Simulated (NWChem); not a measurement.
# Ionisation of CF2

```
C
F 1 1.2986
F 1 1.2986 2 104.83
```
Charge 0, spin multiplicity 1.

All runs are NWChem calculations. All single points use one geometry, from B3LYP/def2-SVP, a minimum by its harmonic frequencies.

Basis set: def2-TZVPD. The species with one electron less has spin multiplicity 2 and keeps the geometry of the parent. Δ marks differences of total energies (open shells unrestricted). −ε marks an orbital energy of the parent. That orbital need not have the symmetry of the hole or added electron in the Δ rows.

B3LYP has NWChem's definition, with VWN1-RPA local correlation. The structure started from a generated list of species. No SCF solution was tested for a lower state.

**Question.** One of these methods gave a first vertical ionisation energy of 11.08 eV. Which?
A. Δr2SCAN
B. −ε(HOMO) of PBE0
C. G0W0@PBE
D. −ε(HOMO) of r2SCAN

**Answer.** C, G0W0@PBE. The others give 7.56 (−ε(HOMO) of r2SCAN), 11.78 (Δr2SCAN), 8.85 (−ε(HOMO) of PBE0).
